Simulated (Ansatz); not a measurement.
One change: `[AlH2][Se][SiH3]` becomes `[AlH2][SeH]`.

Ansatz, PBE0-D4/def2-TZVP geometries, multiplicity 1. 

Scalar relativity is left out up to krypton.

```csv
property,`[AlH2][Se][SiH3]`
size of the dipole moment (B3LYP/def2-TZVPP) / D,0.76
HOMO energy (ωB97M-V/def2-TZVPP) / eV,-9.47
zero-point energy (PBE0-D4/def2-TZVP) / kJ/mol,104.9
size of the dipole moment (ωB97M-V/def2-TZVPP) / D,0.84
HOMO–LUMO gap (PBE/def2-TZVPP) / eV,3.96
HOMO energy (B3LYP/def2-TZVPP) / eV,-7.14
```

**Question.** Give the same properties after the change, and the shifts. (Estimate.)

**Answer.** Computed: 
```tsv
property	`[AlH2][SeH]`	shift
size of the dipole moment (B3LYP/def2-TZVPP) / D	0.73	-0.03
HOMO energy (ωB97M-V/def2-TZVPP) / eV	-9.56	-0.09
zero-point energy (PBE0-D4/def2-TZVP) / kJ/mol	56.4	-48.5
size of the dipole moment (ωB97M-V/def2-TZVPP) / D	0.83	-0.01
HOMO–LUMO gap (PBE/def2-TZVPP) / eV	4.14	0.18
HOMO energy (B3LYP/def2-TZVPP) / eV	-7.20	-0.06
```

With PBE0 the HOMO falls by 0.07 eV and the LUMO rises by 0.13 eV, so the gap widens by about 0.20 eV. PBE moves the HOMO by -0.05 eV and ωB97M-V by -0.09 eV. The zero-point energy changes by -48.5 kJ/mol with -9 modes. Dipoles are sizes alone; their direction can turn.

B3LYP here is the variant with VWN-RPA as its local correlation; programs differ in this.

Spin–orbit coupling is left out; it splits and shifts lone-pair levels of the heavy atoms by tenths of an eV.
